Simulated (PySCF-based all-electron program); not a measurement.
Values are calculated unless marked as measured or tabulated.
Bond force of RbCs, singlet

Method: all-electron DFT (in-house code on PySCF), basis-limit composite values; Koelling–Harmon scalar relativity, no spin–orbit coupling, spin-restricted. Forces are good to about 0.002 eV/Å. In part, the state lies near an instability. A positive force pushes the atoms apart.

| r (Å) | PBE (eV/Å) |
| --- | --- |
| 3.536 | ? |
| 3.757 | ? |
| 3.978 | 0.324 |
| 4.420 | 0.034 |
| 4.862 | ? |

Q: Fill in the missing PBE forces.

A: 3.536 Å: 0.792 eV/Å; 3.757 Å: 0.531 eV/Å; 4.862 Å: -0.127 eV/Å.

Q: Fit a Morse curve to the forces within 0.84 to 1.25 of the listed length with the smallest force. Where does the force vanish, what is the force constant, and what harmonic wavenumber follows with standard atomic masses?

A: PBE: 4.494 Å, 0.4 eV/Å², about 50 cm⁻¹. The points are far apart, so these are estimates.
